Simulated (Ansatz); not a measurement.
Results of the Gaussian-basis code of Ansatz.

Basis-set series for `[NH2][Nb]([NH2])(=[S])[Cl]`. The species carries charge 0 and has multiplicity 1. Nb: def2 effective core potential. Geometry: relaxed with PBE0-D4/def2-TZVP. It is one conformer, not always the lowest.

```xyz
9

N    -1.451   -0.661    0.542
Nb   -0.122    0.293   -0.523
N     1.653    0.159    0.275
S    -0.047   -0.619   -2.453
Cl   -0.720    2.523   -0.619
H    -1.604   -0.507    1.530
H    -2.052   -1.398    0.203
H     1.866    0.411    1.231
H     2.476   -0.202   -0.186
```

```csv
functional,basis,functions,energy (Eh),HOMO (eV),LUMO (eV)
PBE0-D4,def2-SVP,115,-1026.70644,-7.59,-1.79
PBE0-D4,def2-QZVPP,455,-1027.18552,-7.67,-1.97
ωB97M-V,def2-SVP,115,-1026.94186,-9.66,0.33
ωB97M-V,def2-QZVPP,455,-1027.42078,-9.79,0.06
```

(1) Give the rows for def2-TZVPP. (An estimate is asked.)

Answers

(1) The calculation gave: 
```csv
functional,basis,functions,energy (Eh),HOMO (eV),LUMO (eV)
PBE0-D4,def2-TZVPP,258,-1027.15008,-7.65,-1.95
ωB97M-V,def2-TZVPP,258,-1027.38697,-9.75,0.11
```

Positive LUMOs are unbound and depend on the basis.
